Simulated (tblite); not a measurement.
Isomers of C8H7N. Level: GFN2-xTB in tblite, geometry and Hessian alike; calculated harmonic values, unscaled, isolated species. Errors from tens to a few hundred cm⁻¹ against measured bands are possible. One conformer each.

Electronic energies: GFN2-xTB at the same geometries; isomer energies are rough at this level and their order can be wrong.

| SMILES | electronic energy, lowest = 0 (kcal/mol) |
| --- | --- |
| c1ccc2c[nH]cc2c1 | 8.2 |
| CC#Cc1cccnc1 | 45.4 |
| c1ccc2[nH]ccc2c1 | 0.0 |
| C=C=Cc1ccncc1 | 51.9 |

How do GFN2-xTB zero-point energies change the relative energies?

| SMILES | ZPE (kcal/mol) | of it from modes above 1550 cm⁻¹ | electronic (kcal/mol) | with ZPE, lowest = 0 (kcal/mol) | lowest mode (cm⁻¹) | rings |
| --- | --- | --- | --- | --- | --- | --- |
| c1ccc2[nH]ccc2c1 | 79.1 | 36.2 | 0.0 | 0.0 | 206 | 2 |
| c1ccc2c[nH]cc2c1 | 79.0 | 36.1 | 8.2 | 8.1 | 196 | 2 |
| CC#Cc1cccnc1 | 76.5 | 38.3 | 45.4 | 42.9 | 19 | 1 |
| C=C=Cc1ccncc1 | 76.1 | 38.1 | 51.9 | 48.9 | 54 | 1 |

The zero-point energies span 3.0 kcal/mol, from `C=C=Cc1ccncc1` to `c1ccc2[nH]ccc2c1`. The order is unchanged.

What do entropy and thermal enthalpy add at 298.15 K and 1 bar (rigid rotor, harmonic oscillator, one conformer each)?

```csv
SMILES,point group,symmetry number,S (cal/(mol K)),H − H(0) (kcal/mol),ZPE + H − H(0) − TS (kcal/mol)
c1ccc2[nH]ccc2c1,Cs,1,79.6,4.64,60.0
c1ccc2c[nH]cc2c1,C2v,2,78.2,4.63,60.4
C=C=Cc1ccncc1,Cs,1,88.4,5.63,55.4
```

Not tabulated: `CC#Cc1cccnc1` (lowest mode only 19 cm⁻¹).
